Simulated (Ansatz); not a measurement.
Z-matrix (Å, degrees):
```
B
C 1 1.4793
C 2 1.3223 1 63.45
H 3 1.0780 2 141.47 1 179.98
H 2 1.0780 3 141.46 4 0.00
B 1 1.6270 2 153.51 5 0.09
H 6 1.1930 1 121.78 2 -90.08
H 6 1.1930 7 116.53 1 179.97
```
Charge 0, spin multiplicity 1.

The numbers are results of frozen-core CCSD(T)/cc-pVTZ // CAM-B3LYP-D3(BJ)/def2-TZVP in Ansatz (an electronic-structure program), not measurements.

- HF energy = -127.39181 Ha
- MP2 correlation energy = -0.49338 Ha

Task: Estimate the CCSD correlation energy, the (T) correction, the total energy and the T1 diagnostic.

Result: 
```yaml
CCSD correlation energy: -0.52726 Ha
"(T) correction": -0.02456 Ha
CCSD(T) total energy: -127.94363 Ha
T1 diagnostic: 0.013
```
